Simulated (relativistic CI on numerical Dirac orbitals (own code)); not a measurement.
Radial Dirac CI calculation of Nd⁶⁺.

Command:

```sh
python run_levels.py task.json out
```

Input:

```
atom Nd  Z=60  charge=6  electrons=54
nucleus A=142  rms_radius_fm=4.9123
hamiltonian dirac-coulomb  breit=on  qed=on  c_scale=1
orbitals kli  potential=per-configuration
slater_scale 1
correlation none
mixing on
grid step=0.0125 r_max=28.7
scf mixing=2.5 start=green max_iterations=95 tolerance=2e-08 node_fill=0.05
configurations
  [Kr] 4d10 4f2 5s2 5p4
end
```

Output:

```
SCF 1: [Kr] 4d10 4f2 5s2 5p4
 iter      energy (Ha)   residual   last orbital (Ha)
    1     -9572.147700   3.24e+00     -5.54305
    2     -8367.837201   2.14e+01     -1.35005
    3     -9602.854253   1.75e+00     -6.14984
    4     -9615.408951   8.86e-01     -4.58676
    5     -9616.347045   6.32e-01     -4.33462
    6     -9615.269020   1.01e+00     -4.96635
    7     -9616.997045   4.55e-02     -3.64413
    8     -9616.998920   4.02e-02     -3.63502
    9     -9616.998973   4.00e-02     -3.63475
   10     -9617.004683   2.44e-02     -3.59665
   11     -9617.005523   2.08e-02     -3.60762
   12     -9617.005929   2.06e-02     -3.60257
   13     -9617.006129   2.21e-02     -3.60229
   14     -9617.007093   1.96e-02     -3.60763
   15     -9617.005312   1.39e-02     -3.66719
   16     -9617.005653   1.85e-02     -3.68179
   17     -9617.006641   1.09e-03     -3.66701
   18     -9617.006554   7.86e-04     -3.66728
   19     -9617.006546   3.79e-04     -3.66719
   20     -9617.006482   9.30e-05     -3.66758
   21     -9617.006473   9.27e-05     -3.66750
   22     -9617.006499   1.43e-04     -3.66752
   23     -9617.006486   4.57e-06     -3.66746
   24     -9617.006487   1.98e-06     -3.66746
   25     -9617.006486   1.28e-06     -3.66746
   26     -9617.006487   1.60e-07     -3.66746
   27     -9617.006487   1.26e-07     -3.66746
   28     -9617.006487   3.37e-08     -3.66746
   29     -9617.006487   1.04e-08     -3.66746
orbital energies (Ha): 4p3/2 -11.5411  4d3/2 -7.8324  4d5/2 -7.6832  5s -4.5039  4f5/2 -3.3936  4f7/2 -3.3737  5p1/2 -3.8200  5p3/2 -3.6675
configuration averages (Ha): Dirac-Coulomb, Breit, QED
  4f2 5p4                      -9617.006487    8.303719    5.546791
levels: no., configuration, term, J, E (cm-1), weight
   1 4f2 5p4                5H   4                0.0  0.61
   2 4f2 5p4                5H   5              474.7  0.68
   3 4f2 5p4                5H   3             1447.9  0.47
   4 4f2 5p4                5H   6             2180.2  0.71
   5 4f2 5p4                5G   2             2940.9  0.66
   6 4f2 5p4                5D   0             4791.7  0.85
   7 4f2 5p4                5H   7             5189.2  0.68
   8 4f2 5p4                5D   1             5944.5  0.84
   9 4f2 5p4                5G   4             7763.5  0.42
  10 4f2 5p4                5D   2             7879.8  0.75
  11 4f2 5p4                5G   3             8211.7  0.21
  12 4f2 5p4                5G   5             9097.8  0.57
  13 4f2 5p4                5G   6             9688.1  0.80
  14 4f2 5p4                5D   3            11234.4  0.47
lowest total energy -9603.392437 Ha
end: converged
```

Against the reference input this run has: SCF mixing 2.5. The reference run ends at -9603.392437 Ha with Breit and QED terms. The iteration limit was 95 against 150. The change (SCF mixing 2.5) leaves the energy and the levels as they were.
